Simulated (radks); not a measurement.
Charge is removed step by step from the 3p level of the calcium ion Ca2+, starting from [Ar]. Calculated with a radial shooting solver on a logarithmic mesh with Libxc functionals: scalar-relativistic Kohn-Sham, LDA (Slater exchange, Perdew-Wang correlation), spin-unpolarised, spherical densities, finite nucleus; Fermi nuclear charge, rms radius 3.4776 fm.

| removed (e) | E - E(0) (eV) | eigenvalue (eV) | E minus straight line (eV) |
|---|---|---|---|
| 0 | 0.000 | -43.121 | 0.000 |
| 0.1 | 4.392 | -44.725 | -0.739 |
| 0.2 | 8.944 | -46.342 | -1.318 |
| 0.3 | 13.659 | -47.971 | -1.734 |
| 0.4 | 18.538 | -49.612 | -1.986 |
| 0.5 | 23.581 | -51.266 | -2.074 |
| 0.6 | 28.790 | -52.931 | -1.996 |
| 0.7 | 34.167 | -54.609 | -1.750 |
| 0.8 | 39.711 | -56.298 | -1.337 |
| 0.9 | 45.425 | -57.999 | -0.754 |
| 1 | 51.310 | -59.711 | 0.000 |

Removing the whole electron costs 51.310 eV by Delta-SCF, against 43.121 eV from minus the eigenvalue at the starting occupation. Slater's transition state (half an electron removed) gives 51.266 eV. Integrating minus the eigenvalue over the occupation (Janak's theorem) gives 51.316 eV. In this scalar-relativistic scheme the density is built from large components alone, so the theorem holds only approximately. The mean slope of the eigenvalue, de/dn, is 16.6 eV per electron. Ionisation energy of Ca2+ in the NIST Atomic Spectra Database: 50.913 eV (measured).

Beside tabulated values, note that spin-unpolarised runs miss the spin-polarisation part of the exchange energy of open shells.
